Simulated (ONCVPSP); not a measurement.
# PBEsol ONCV dataset for hafnium, scalar-relativistic all-electron reference.

The input file (ONCVPSP 4.0.1):

```
# ATOM AND REFERENCE CONFIGURATION
# atsym  z   nc   nv     iexc    psfile
  Hf 72.00   10    4  -116133      upf
#
#   n    l    f
    1    0    2.00
    2    0    2.00
    2    1    6.00
    3    0    2.00
    3    1    6.00
    3    2   10.00
    4    0    2.00
    4    1    6.00
    4    2   10.00
    4    3   14.00
    5    0    2.00
    5    1    6.00
    5    2    2.00
    6    0    1.00
#
# PSEUDOPOTENTIAL AND OPTIMIZATION
# lmax
    2
#
#   l,   rc,      ep,       ncon, nbas, qcut
    0    2.05    0.00    3    7    5.10
    1    1.85    0.00    4    9    6.20
    2    2.00    0.00    3    6    4.50
#
# LOCAL POTENTIAL
# lloc, lpopt,  rc(5),   dvloc0
    4    2    1.65    3.00
#
# VANDERBILT-KLEINMAN-BYLANDER PROJECTORs
# l, nproj, debl
    0    2    1.10
    1    2    1.90
    2    2    0.50
#
# MODEL CORE CHARGE
# icmod, fcfact, rcfact
    0    0.00    0.00
#
# LOG DERIVATIVE ANALYSIS
# epsh1, epsh2, depsh
   -4.00    5.00    0.02
#
# OUTPUT GRID
# rlmax, drl
    6.00    0.01
#
# TEST CONFIGURATIONS
# ncnf
    4
# nvcnf
#   n    l    f
    4
    5    0    2.00
    5    1    6.00
    5    2    2.00
    6    0    2.00
#
    4
    5    0    2.00
    5    1    6.00
    5    2    2.00
    6    0    0.00
#
    4
    5    0    2.00
    5    1    6.00
    5    2    1.00
    6    0    0.00
#
    5
    5    0    2.00
    5    1    6.00
    5    2    2.00
    6    0    0.00
    6    1    1.00
#
```

Command:

```bash
oncvpsp.x < Hf.dat > Hf.out
```

Output (shortened: citation, most of the input echo, consistency checks and plot data are left out):

```
ONCVPSP  (Optimized Norm-Conservinng Vanderbilt PSeudopotential)
scalar-relativistic version 4.0.1

#   n    l    f        energy (Ha)
    1    0    2.00    -2.3986546E+03
    2    0    2.00    -4.1043691E+02
    2    1    6.00    -3.6044343E+02
    3    0    2.00    -9.3708013E+01
    3    1    6.00    -7.8775709E+01
    3    2   10.00    -6.1100928E+01
    4    0    2.00    -1.9071561E+01
    4    1    6.00    -1.4172707E+01
    4    2   10.00    -7.8448212E+00
    4    3   14.00    -8.7514208E-01
    5    0    2.00    -2.7192394E+00
    5    1    6.00    -1.5637941E+00
    5    2    2.00    -3.3990324E-01
    6    0    1.00    -4.0451831E-01

Reference configufation results
  iterations    38
  all-electron total energy (Ha)   -1.50733674D+04

Begin loop to  construct optimized pseudo wave functions
and semi-local pseudopoentials for all angular momenta

Calculating optimized projector #   1

 for l=   0

    Fraction of norm inside rc  0.978752
    Optimizing pswf for qcut=   5.09 a_B^-1,  ecut=  12.97 Ha
    Residual kinetic energy error=  7.93D-06 Ha

    Energy error per electron        Cutoff
         Ha          eV             Ha
         0.01000     0.27211        4.26
         0.00100     0.02721        5.59
         0.00010     0.00272        9.53
         0.00001     0.00027       12.74

Calculating optimized projector #   2

 for l=   0

    Fraction of norm inside rc  0.117085
    Optimizing pswf for qcut=   5.09 a_B^-1,  ecut=  12.97 Ha
    Residual kinetic energy error=  3.62D-05 Ha

    Energy error per electron        Cutoff
         Ha          eV             Ha
         0.01000     0.27211        3.58
         0.00100     0.02721        7.11
         0.00010     0.00272       11.55
         0.00001     0.00027       27.51

   Wellstate for l =  1  n =  7
     eigenvalue =   0.3362
     asymptotic potential =   0.8362
     half-point radius =  6.2471

Calculating optimized projector #   1

 for l=   1

    Fraction of norm inside rc  0.864481
    Optimizing pswf for qcut=   6.20 a_B^-1,  ecut=  19.24 Ha
    Residual kinetic energy error=  1.36D-05 Ha

    Energy error per electron        Cutoff
         Ha          eV             Ha
         0.01000     0.27211        7.48
         0.00100     0.02721        9.46
         0.00010     0.00272       14.20
         0.00001     0.00027       24.38

Calculating optimized projector #   2

 for l=   1

    Fraction of norm inside rc  0.045159
    Optimizing pswf for qcut=   6.20 a_B^-1,  ecut=  19.24 Ha
    Residual kinetic energy error=  1.59D-05 Ha

    Energy error per electron        Cutoff
         Ha          eV             Ha
         0.01000     0.27211        6.14
         0.00100     0.02721        8.51
         0.00010     0.00272       14.98
         0.00001     0.00027       20.86

   Wellstate for l =  2  n =  6
     eigenvalue =   0.1601
     asymptotic potential =   0.6601
     half-point radius =  5.9367

Calculating optimized projector #   1

 for l=   2

    Fraction of norm inside rc  0.469092
    Optimizing pswf for qcut=   4.51 a_B^-1,  ecut=  10.16 Ha
    Residual kinetic energy error=  1.55D-03 Ha

    Energy error per electron        Cutoff
         Ha          eV             Ha
         0.01000     0.27211        8.02
         0.00100     0.02721       11.32
         0.00010     0.00272       30.69
         0.00001     0.00027       51.17

Calculating optimized projector #   2

 for l=   2

    Fraction of norm inside rc  0.150630
    Optimizing pswf for qcut=   4.51 a_B^-1,  ecut=  10.16 Ha
    Residual kinetic energy error=  1.02D-03 Ha

    Energy error per electron        Cutoff
         Ha          eV             Ha
         0.01000     0.27211        7.50
         0.00100     0.02721       10.19
         0.00010     0.00272       18.16
         0.00001     0.00027       46.75

Construct Vanderbilt / Kleinmman-Bylander projectors

B matrix Hermiticity error, ll=   0
   1   2    2.8679E-04

  Orthonormal projector coefficients -2.4004E+00  6.5543E-01

B matrix Hermiticity error, ll=   1
   1   2   -1.6932E-04

  Orthonormal projector coefficients -2.4938E+00 -9.8491E-01

B matrix Hermiticity error, ll=   2
   1   2    3.3863E-05

  Orthonormal projector coefficients -3.3455E+00 -1.4724E+00

Pseudoatom total energy  -49.339543

Diagnostic tests using Vanderbilt-Kleinman-Bylander pseudopotentials
  1 or more projectors used as specified by nproj input data

   l    rcore       rmatch      e in        delta e   norm test  slope test

   0   2.0558191   2.1182383  -2.7192394   0.0000083   1.0002425   1.0002287
   0   2.0558191   2.1182383  -0.4045183   0.0000094   1.0000488   0.9999790

   1   1.8570313   1.9134148  -1.5637941  -0.0000213   1.0001973   1.0001929
   1   1.8570313   1.9134148   0.3362059  -0.0000118   1.0002011   1.0002011

   2   2.0072108   2.0681540  -0.3399032  -0.0000356   1.0000300   0.9996940
   2   2.0072108   2.0681540   0.1600968  -0.0000608   1.0001262   1.0001262

 Testing for bound ghosts
   n   l    E NL Schr. Eq   E Basis Diag.   E Cutoff

   1   0       -2.719231       -2.719228     45.25
   2   0       -0.404509       -0.391249     45.25

   2   1       -1.563815       -1.563807    114.89

   3   2       -0.339939       -0.335501     45.52

 Testing for highly-localized positive-energy ghosts
       l    <radius>/rc     E Basis Diag.   E Cutoff

Test configuration 0

   n   l     f        eae           eps        diff
   1   0  2.0000-2398.65458999
   2   0  2.0000 -410.43690536
   2   1  6.0000 -360.44342818
   3   0  2.0000  -93.70801255
   3   1  6.0000  -78.77570859
   3   2 10.0000  -61.10092835
   4   0  2.0000  -19.07156123
   4   1  6.0000  -14.17270691
   4   2 10.0000   -7.84482118
   4   3 14.0000   -0.87514208
   5   0  2.0000   -2.71923942   -2.71923117    8.26D-06
   5   1  6.0000   -1.56379413   -1.56381545   -2.13D-05
   5   2  2.0000   -0.33990324   -0.33993880   -3.56D-05
   6   0  1.0000   -0.40451831   -0.40450889    9.42D-06

    Total energies and differences
      AE_ref= -1.50733674D+04  AE_tst= -1.50733674D+04  dif=  0.00D+00
      PS_ref= -4.93395428D+01  PS_tst= -4.93395428D+01  dif= -1.71D-13
      PSP excitation error=  1.71D-13

Test configuration 1

   n   l     f        eae           eps        diff
   1   0  2.0000-2398.39720691
   2   0  2.0000 -410.18110614
   2   1  6.0000 -360.18756294
   3   0  2.0000  -93.45226497
   3   1  6.0000  -78.51995669
   3   2 10.0000  -60.84525458
   4   0  2.0000  -18.81576898
   4   1  6.0000  -13.91693594
   4   2 10.0000   -7.58914458
   4   3 14.0000   -0.61959107
   5   0  2.0000   -2.46372161   -2.46158006    2.14D-03
   5   1  6.0000   -1.30789827   -1.30704761    8.51D-04
   5   2  2.0000   -0.09975201   -0.09979348   -4.15D-05
   6   0  2.0000   -0.18856159   -0.18858243   -2.08D-05

    Total energies and differences
      AE_ref= -1.50733674D+04  AE_tst= -1.50736617D+04  dif= -2.94D-01
      PS_ref= -4.93395428D+01  PS_tst= -4.96339893D+01  dif= -2.94D-01
      PSP excitation error=  1.22D-04

Test configuration 2

   n   l     f        eae           eps        diff
   1   0  2.0000-2398.95594045
   2   0  2.0000 -410.73604171
   2   1  6.0000 -360.74267245
   3   0  2.0000  -94.00663328
   3   1  6.0000  -79.07433985
   3   2 10.0000  -61.39951363
   4   0  2.0000  -19.37032876
   4   1  6.0000  -14.47149218
   4   2 10.0000   -8.14353910
   4   3 14.0000   -1.17359152
   5   0  2.0000   -3.01755894   -3.02116523   -3.61D-03
   5   1  6.0000   -1.86120774   -1.86281288   -1.61D-03
   5   2  2.0000   -0.61348959   -0.61329422    1.95D-04

    Total energies and differences
      AE_ref= -1.50733674D+04  AE_tst= -1.50728469D+04  dif=  5.20D-01
      PS_ref= -4.93395428D+01  PS_tst= -4.88191356D+01  dif=  5.20D-01
      PSP excitation error=  8.31D-05

Test configuration 3

   n   l     f        eae           eps        diff
   1   0  2.0000-2399.40796127
   2   0  2.0000 -411.18973157
   2   1  6.0000 -361.19643966
   3   0  2.0000  -94.45656580
   3   1  6.0000  -79.52430692
   3   2 10.0000  -61.85010370
   4   0  2.0000  -19.82068475
   4   1  6.0000  -14.92222272
   4   2 10.0000   -8.59482680
   4   3 14.0000   -1.62402517
   5   0  2.0000   -3.46614442   -3.47506226   -8.92D-03
   5   1  6.0000   -2.29881131   -2.30446369   -5.65D-03
   5   2  1.0000   -0.99585422   -0.99672496   -8.71D-04

    Total energies and differences
      AE_ref= -1.50733674D+04  AE_tst= -1.50720467D+04  dif=  1.32D+00
      PS_ref= -4.93395428D+01  PS_tst= -4.80185405D+01  dif=  1.32D+00
      PSP excitation error= -3.12D-04

Test configuration 4

   n   l     f        eae           eps        diff
   1   0  2.0000-2398.70859319
   2   0  2.0000 -410.49027960
   2   1  6.0000 -360.49677694
   3   0  2.0000  -93.76136325
   3   1  6.0000  -78.82905408
   3   2 10.0000  -61.15426171
   4   0  2.0000  -19.12509572
   4   1  6.0000  -14.22625137
   4   2 10.0000   -7.89834752
   4   3 14.0000   -0.92861163
   5   0  2.0000   -2.77303355   -2.77532774   -2.29D-03
   5   1  6.0000   -1.61677763   -1.61783548   -1.06D-03
   5   2  2.0000   -0.38185702   -0.38181020    4.68D-05
   6   1  1.0000   -0.26015082   -0.26018796   -3.71D-05

    Total energies and differences
      AE_ref= -1.50733674D+04  AE_tst= -1.50731941D+04  dif=  1.73D-01
      PS_ref= -4.93395428D+01  PS_tst= -4.91663012D+01  dif=  1.73D-01
      PSP excitation error=  3.81D-05
```

The run took about 4.2 s on one core of a shared server CPU.
